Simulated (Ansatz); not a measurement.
Molecule: dibromo(difluoro)silane, sum formula SiBr₂F₂, charge 0, multiplicity 1. 
Structure (B3LYP-D3(BJ)/def2-TZVP (Ansatz, an electronic-structure program) minimum search):
SMILES: Br[Si](F)(Br)F
```xyz
5

Si    -0.0274    -0.6667     0.0171
F     -0.0188    -1.5699     1.3120
F     -0.1128    -1.6312    -1.2299
Br    -1.7949     0.6213     0.0514
Br     1.8397     0.4685    -0.0793
```
Charge 0, spin multiplicity 1.

Total electronic energies in hartree. Correlated levels leave the core frozen unless marked. No spin-orbit coupling. The frozen core is the preceding noble-gas configuration, with the filled d and f shells of earlier blocks. No relativistic terms. CBS(X,Y): correlation extrapolated as X^-3; Hartree-Fock from the larger set.

```tsv
level	program	energy (Eh)
HF/STO-3G	Ansatz	-5571.15842
RI-HF/def2-TZVPP	Ansatz	-5632.99029
RI-HF/def2-QZVPPD	Ansatz	-5633.10839
BLYP/def2-TZVPD	Ansatz	-5637.86371
PBE0-D3(BJ)/def2-TZVP	Ansatz + dftd3	-5636.92847
PBE0-D3(BJ)/def2-TZVPD	Ansatz + dftd3	-5636.93047
PBE0-D4/def2-TZVPD	Ansatz + dftd4	-5636.93125
BHLYP-D4/def2-TZVPD	Ansatz + dftd4	-5637.75615
CAM-B3LYP-D3(BJ)/def2-TZVPD	Ansatz + dftd3	-5638.05289
LC-wPBE-D3(BJ)/def2-TZVPD	Ansatz + dftd3	-5636.92517
CCSD/6-31G	Ansatz	-5632.33625
CCSD/def2-QZVPP	Ansatz	-5634.14952
CCSD/CBS(def2-TZVPP,def2-QZVPP)	Ansatz	-5634.2140
CCSD(T)/def2-TZVPPD	Ansatz	-5633.98447
CCSD(T)/CBS(def2-TZVPP,def2-QZVPP)	Ansatz	-5634.2590
```

Totals of different functionals don't rank their quality; only differences between species are comparable.
